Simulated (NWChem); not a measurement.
# C2HCl2F; SMILES C(Cl)(Cl)=CF

All runs: NWChem. Geometry: optimised at PBE0/def2-SVP. B3LYP is NWChem's, with the RPA form of VWN correlation.

### Question
Estimate the computed values for B3LYP/def2-SVPD. Quantities: highest occupied level (eV); orbital gap (eV); dipole (D).

### Answer
```json
{
  "highest occupied level (eV)": "-7.31",
  "orbital gap (eV)": "6.42",
  "dipole (D)": "1.16"
}
```
